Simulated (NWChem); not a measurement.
System: HgCl cation; SMILES [Cl][Hg+]

Here is an NWChem input.

```
start job
memory heap 200 mb stack 700 mb global 900 mb
charge 1
geometry units angstroms
  Hg     0.000000     0.000000    -0.421372
  Cl     0.000000     0.000000     1.856828
end
basis spherical
  * library def2-tzvp
end
ecp
  Hg library def2-ecp
end
dft
  xc pbe0
  iterations 150
end
driver
  maxiter 120
end
task dft optimize
dft
  grid fine
  convergence energy 1d-8 density 1d-7
end
task dft freq numerical
```

Output (shortened):

```
             Northwest Computational Chemistry Package (NWChem) 7.3.0
             --------------------------------------------------------

 ORDER OF PRIMARY AXIS IS BEING SET TO 4
 C4V symmetry detected

                             Geometry "geometry" -> ""
                             -------------------------

 Output coordinates in angstroms (scale by  1.889725989 to convert to a.u.)

  No.       Tag          Charge          X              Y              Z
 ---- ---------------- ---------- -------------- -------------- --------------
    1 Hg                  80.0000     0.00000000     0.00000000    -0.39927216
    2 Cl                  17.0000     0.00000000     0.00000000     1.87892784

 Effective nuclear repulsion energy (a.u.)     315.8989810550

      Symmetry information
      --------------------

 Group name             C4v
 Group number             18
 Group order               8
 No. of unique centers     2

                                Z-matrix (autoz)
                                --------

 Units are Angstrom for bonds and degrees for angles

      Type          Name      I     J     K     L     M      Value
      ----------- --------  ----- ----- ----- ----- ----- ----------
    1 Stretch                  1     2                       2.27820

                           NWChem Geometry Optimization
                           ----------------------------

 maximum gradient threshold         (gmax) =   0.000450
 rms gradient threshold             (grms) =   0.000300
 maximum cartesian step threshold   (xmax) =   0.001800
 rms cartesian step threshold       (xrms) =   0.001200
 fixed trust radius                (trust) =   0.300000
 source of zmatrix                         =   autoz

          -------------------
          Energy Minimization
          -------------------

 Using diagonal initial Hessian
 Scaling for Hessian diagonals: bonds = 1.00  angles = 0.25  torsions = 0.10

          --------
          Step   0

                                 NWChem DFT Module
                                 -----------------

[...]

      ----------------------
      Optimization converged
      ----------------------

  Step       Energy      Delta E   Gmax     Grms     Xrms     Xmax
  ---- ---------------- -------- -------- -------- -------- --------
@    3    -613.20978631 -2.2D-08  0.00000  0.00000  0.00017  0.00030
                                     ok       ok       ok       ok

                                Z-matrix (autoz)
                                --------

 Units are Angstrom for bonds and degrees for angles

      Type          Name      I     J     K     L     M      Value     Gradient
      ----------- --------  ----- ----- ----- ----- ----- ---------- ----------
    1 Stretch                  1     2                       2.23935    0.00000

                         Geometry "geometry" -> "geometry"
                         ---------------------------------

 Output coordinates in angstroms (scale by  1.889725989 to convert to a.u.)

  No.       Tag          Charge          X              Y              Z
 ---- ---------------- ---------- -------------- -------------- --------------
    1 Hg                  80.0000     0.00000000     0.00000000    -0.37984662
    2 Cl                  17.0000     0.00000000     0.00000000     1.85950229

 Effective nuclear repulsion energy (a.u.)     321.3796016738

      Symmetry information
      --------------------

 Group name             C4v
 Group number             18
 Group order               8
 No. of unique centers     2

                Final and change from initial internal coordinates
                --------------------------------------------------

                                Z-matrix (autoz)
                                --------

 Units are Angstrom for bonds and degrees for angles

[...]

 Rotational Constants
 --------------------
 A=   0.000000 cm-1  (  0.000000 K)
 B=   0.112778 cm-1  (  0.162259 K)
 C=   0.112778 cm-1  (  0.162259 K)

 Temperature                      =   298.15K
 frequency scaling parameter      =   1.0000

 Linear Molecule

 Zero-Point correction to Energy  =    0.542 kcal/mol  (  0.000864 au)
 Thermal correction to Energy     =    2.230 kcal/mol  (  0.003553 au)
 Thermal correction to Enthalpy   =    2.822 kcal/mol  (  0.004497 au)

 Total Entropy                    =   60.227 cal/mol-K
   - Translational                =   42.270 cal/mol-K (mol. weight = 236.9394)
   - Rotational                   =   16.916 cal/mol-K (symmetry #  =        1)
   - Vibrational                  =    1.041 cal/mol-K

 Cv (constant volume heat capacity) =    6.479 cal/mol-K
   - Translational                  =    2.979 cal/mol-K
   - Rotational                     =    1.986 cal/mol-K
   - Vibrational                    =    1.513 cal/mol-K

[normal modes left out]

 ----------------------------------------------------------------------------
 Normal Eigenvalue ||           Projected Infra Red Intensities
  Mode   [cm**-1]  || [atomic units] [(debye/angs)**2] [(KM/mol)] [arbitrary]
 ------ ---------- || -------------- ----------------- ---------- -----------
    1        0.000 ||    0.005591           0.129         5.451      21.184
    2        0.000 ||    0.005591           0.129         5.451      21.184
    3        0.000 ||    0.000112           0.003         0.109       0.425
    4        0.000 ||    0.000112           0.003         0.109       0.425
    5        0.000 ||    0.004220           0.097         4.114      15.991
    6      379.385 ||    0.000209           0.005         0.203       0.791
 ----------------------------------------------------------------------------
```

Level: PBE0/def2-TZVP with def2 effective core potentials on Hg. def2 effective core potentials on Hg; no spin-orbit coupling.
